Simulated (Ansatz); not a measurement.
C$_{2}$H$_{7}$GaGe, SMILES `[GeH3][CH]1[CH2][GaH]1` at its PBE0-D4/def2-TZVP geometry, where that method's forces vanish. The species carries charge 0 and has multiplicity 1.

```tsv
atom	x (Å)	y (Å)	z (Å)
Ge1	1.064	0.726	-0.631
C2	-0.267	-0.663	-0.520
C3	-1.502	-0.321	-0.053
Ga4	-0.265	-0.106	1.992
H5	2.490	0.229	-0.870
H6	0.680	1.833	-1.629
H7	0.896	1.400	0.797
H8	0.005	-1.704	-0.644
H9	-2.274	-1.065	0.125
H10	-1.846	0.709	-0.056
H11	1.017	-1.037	1.486
```

(1) For each bond, give half the difference of the two atoms' forces along it (eV/Å; positive pushes the atoms apart) under PBE-D4, r2SCAN-D4, B3LYP-D4, ωB97M-V in def2-TZVPP. (Estimate.)

Results:

(1) Ansatz gave: 
```csv
bond,length (Å),PBE-D4,r2SCAN-D4,B3LYP-D4,ωB97M-V
Ge1–C2,1.927,-0.07,-0.05,0.24,0.21
Ge1–H5,1.529,0.03,-0.05,-0.07,-0.08
Ge1–H6,1.539,0.08,-0.04,-0.07,-0.11
Ge1–H7,1.588,0.13,0.00,-0.02,-0.16
C2–C3,1.364,0.42,0.28,0.03,-0.22
C2–H8,1.083,0.00,-0.07,-0.13,-0.02
C3–Ga4,2.400,-0.02,-0.12,0.28,0.24
C3–H9,1.087,0.02,-0.06,-0.10,-0.03
C3–H10,1.086,0.01,-0.08,-0.06,0.01
Ga4–H11,1.663,0.11,-0.11,0.06,-0.02
```

B3LYP here is the variant with VWN-RPA as its local correlation; programs differ in this.
